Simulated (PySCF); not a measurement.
CH8GeN2.
SMILES with atom numbers: `[CH3:1][NH:2][GeH2:3][NH2:4]` (hydrogens: H5, H6, H7 on C1; H8 on N2; H9, H10 on Ge3; H11, H12 on N4)

Method: PBE0-D3(BJ)/def2-SVP geometry optimisation, gas phase (PySCF); density fitting, grid level 1; the optimiser is geomeTRIC in internal coordinates, started from a GFN2-xTB structure with every atom displaced at random (about 0.01 Å).

Step 0: E = -60643.7972 eV
```
atom  x, y, z in Å  |  force x, y, z in eV/Å
C1     -1.6805    0.0843   -0.4967   -0.863   1.212   0.480
N2     -0.8869   -0.3035    0.6220   -0.237  -0.048   0.186
Ge3     0.8597   -0.6540    0.4265    0.947   0.577   0.392
N4      1.8027    0.7282   -0.3694   -2.760   0.415   0.932
H5     -2.7518   -0.1345   -0.3154    0.107  -0.038  -0.118
H6     -1.3807   -0.4414   -1.3811    0.266  -0.572  -0.865
H7     -1.6128    1.1764   -0.7288   -0.055  -0.304  -0.090
H8     -1.1463    0.1855    1.4631   -0.048   0.075   0.362
H9      1.3462   -1.0225    1.8400    0.050  -0.002   0.143
H10     1.0103   -1.7915   -0.5194    0.122  -0.786  -0.639
H11     2.6992    0.5296   -0.6734    2.373  -0.530  -0.796
H12     1.7806    1.6152    0.1235    0.097   0.000   0.013
```

Q: Estimate the geometry and energy of step 1. (The exact step hangs on the optimiser's Hessian estimate; all steps are aligned on step 0, rigid shifts and turns removed.)

A: E = -60643.9337 eV, largest force 0.861 eV/Å
```
atom  x, y, z in Å  |  force x, y, z in eV/Å
C1     -1.6985    0.1222   -0.5028    0.183  -0.170  -0.139
N2     -0.8981   -0.3059    0.6208    0.249  -0.082   0.020
Ge3     0.8941   -0.6662    0.4446   -0.382  -0.106  -0.077
N4      1.7203    0.7557   -0.3808    0.762  -0.276  -0.291
H5     -2.7670   -0.0849   -0.3299   -0.055   0.004   0.013
H6     -1.4066   -0.4475   -1.4064   -0.065   0.068   0.148
H7     -1.5947    1.1906   -0.7660   -0.005   0.087  -0.007
H8     -1.1505    0.1487    1.4922   -0.027  -0.029   0.001
H9      1.3887   -0.9901    1.8787   -0.033   0.016  -0.067
H10     1.0868   -1.8706   -0.5212   -0.009   0.221   0.170
H11     2.6670    0.5261   -0.7253   -0.593   0.188   0.152
H12     1.7983    1.5937    0.1870   -0.025   0.078   0.076
```

The energy changes by -0.1365 eV. The first-order estimate −F·Δx gives -0.3938 eV and the mean of the old and new forces, exact on a quadratic surface, -0.1472 eV. The step makes an angle of 66° with the force vector and moves no atom by more than 0.110 Å.

What follows is the cost of the whole optimisation. Time: 91 s of wall time; peak memory 0.47 GiB. Hardware: one thread, Arm Neoverse N1 (aarch64), on a shared host.
